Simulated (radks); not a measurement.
Q: Dy I, configuration [Xe] 4f10 6s2 (the NIST ground configuration). Method: scalar-relativistic Kohn-Sham, PBE, spin-polarised, spherical densities, finite nucleus; open shells are filled with parallel spins first (spin-orbit coupling, left out, can overturn this in heavy ions); Fermi nuclear charge, rms radius 5.2218 fm; computed with a radial shooting solver on a logarithmic mesh with Libxc functionals. Some entries of the table are withheld. Estimate them.

orbital  occ.  eigenvalue (eV)  r(max) (bohr)  <r^2> (bohr^2)
1s up       1        -53650.41        0.01338       0.0006095
1s down     1        -53650.41        0.01338       0.0006095
2s up       1        -8934.180        0.07604        0.009521
2s down     1        -8934.147        0.07604        0.009521
2p up       3        -7927.973        0.06168        0.007707
2p down     3        -7927.949        0.06168        0.007707
3s up       1        -1989.191         0.2155         0.06288
3s down     1        -1987.631         0.2154         0.06282
3p up       3        -1680.204         0.2117         0.06316
3p down     3        -1678.650         0.2116         0.06309
3d up       5        -1282.518         0.1730         0.05287
3d down     5        -1281.331         0.1729         0.05278
4s up       1        -394.7651         0.4941          0.3170
4s down     1        -391.3017         0.4940          0.3171
4p up       3        -293.0285         0.5160          0.3588
4p down     3        -289.6026         0.5159          0.3590
4d up       5        -154.4342         0.5346          0.4314
4d down     5        -151.0521         0.5345          0.4325
5s up       1         -49.6865          1.155           1.893
5s down     1         -47.9586          1.163           1.930
5p up       3         -25.9200          1.319           2.696
5p down     3         -24.6836          1.332           2.776
4f up       7          -4.3690         0.5383           1.025
6s up       1              (1)            (2)           19.01
6s down     1              (3)            (4)           19.65
4f down     3          -1.4517         0.5403           1.256

A: 
(1) 6s up eigenvalue (eV): -3.8045
(2) 6s up r(max) (bohr): 3.441
(3) 6s down eigenvalue (eV): -3.6924
(4) 6s down r(max) (bohr): 3.504
